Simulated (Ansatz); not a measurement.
Isomers of C2H9NSi (singlet), relaxed with PBE-D4/def2-SVP; total energies from Ansatz at CCSD(T)/def2-TZVP.

```json
{"isomer": "A", "description": "SiH3(NHEt) (C2H9NSi)", "energy (Eh)": "-425.18484"}
{"isomer": "B", "description": "SiH2Me(NHMe) (C₂H₉NSi)", "energy (Eh)": "-425.19805"}
{"isomer": "C", "description": "Si(NMe2)H3 (C₂H₉NSi)", "energy (Eh)": "-425.17279"}
```

Correlated methods freeze 8 core orbitals.

Question: Work out the relative energies (1 Eh = 2625.5 kJ/mol) and the Boltzmann populations at 500 K from electronic energies alone (R = 8.314 J/mol/K).

Answer: ΔE: A 34.7, B 0.0, C 66.3 kJ/mol. RT = 4.16 kJ/mol. Factors exp(−ΔE/RT): A 0.000238, B 1, C 1.2e-07; sum 1.000. Populations: A 0.0 %, B 100.0 %, C 0.0 %. Zero-point energy, vibrational entropy and symmetry numbers are left out and can shift these; an error of 4 kJ/mol changes a ratio by a factor of 2.6. Over the other density-functional and correlated levels in def2 sets, the gap between B and A ranges from 29 to 39 kJ/mol.
